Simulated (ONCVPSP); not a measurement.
**What the settings do to the ONCV potential of Ce**

Base potential:

- Element: cerium
- Generator: ONCVPSP 4.0.1
- Type: optimised norm-conserving Vanderbilt (ONCV)
- Functional: PBE
- Relativity: scalar-relativistic
- Frozen core: [Kr] 4d10
- Valence charge: 12
- Reference configuration: 4f1 5s2 5p6 5d1.5 6s1.5
- Partial waves: 5s+6s: rc 2.90 bohr, ncon 3, nbas 7, qcut 4.8 1/bohr, 2 projectors; 5p: rc 2.55 bohr, ncon 3, nbas 7, qcut 6.5 1/bohr, 2 projectors, debl 1.6 Ha; 5d: rc 3.45 bohr, ncon 4, nbas 8, qcut 5.2 1/bohr, 2 projectors, debl 1 Ha; 4f: rc 1.70 bohr, ncon 3, nbas 7, qcut 8.4 1/bohr, local
- Local potential: the f channel
- Core correction: Teter function, fcfact 2.75, rcfact 1.35

Cutoffs, loose and tight: the cutoffs (Ha) at which the residual kinetic energy of the hardest occupied pseudo-wave falls to 1 and 0.1 mHa per electron. They do not see the model core or the augmentation charge, which bear on the density cutoff. Test errors are all-electron minus pseudo excitation energies from the reference, over the configurations 4f1 5s2 5p6 5d1 6s2; 4f1 5s2 5p6 5d1 6s1; 4f1 5s2 5p6 5d1 6s0; 4f1 5s2 5p5 5d1 6s2. A dash means not determined; rows that change the core or the reference have their own tests. The largest error is taken over the tests solved by every variant that gives reliable tests at all: 4f1 5s2 5p6 5d1 6s0; 4f1 5s2 5p6 5d1 6s1; 4f1 5s2 5p6 5d1 6s2.

1 further variants are left out, since the program set their typed debl aside.

A true bound ghost makes a file unfit for plane-wave use even where its test errors are small: the radial tests pick states by their node count and pass the ghost by.

```csv
change,outcome,"cutoff, loose","cutoff, tight",bound ghosts,GHOST(+) flags above zero,largest test error (meV)
base,generated,34 Ha,78 Ha,p,"s, d",-2.7
"core correction Teter function, fcfact 1.5, rcfact 1.35",generated,34 Ha,78 Ha,p,"s, d",-2.5
f: qcut 7.2,generated,–,–,s,p,-3.6
"core correction polynomial model core, fcfact 0.55",generated,34 Ha,78 Ha,p,"s, d",-3.0
d: rc 3.92,generated,34 Ha,78 Ha,p,"s, d",-2.7
"f: nproj 1; local potential polynomial inside 1.40 bohr (lpopt 2, dvloc0 1 Ha)",generated,34 Ha,78 Ha,none,s,-3.2
"s: ncon 4, nbas 8",generated,34 Ha,78 Ha,p,"s, d",-4.1
```

(1) What comes out with this change to the base: f: qcut 10.9?

Answers

(1) outcome: generated; cutoff, loose: 46 Ha; cutoff, tight: 51 Ha; bound ghosts: s; GHOST(+) flags above zero: p, d; largest test error (meV): -3.1.
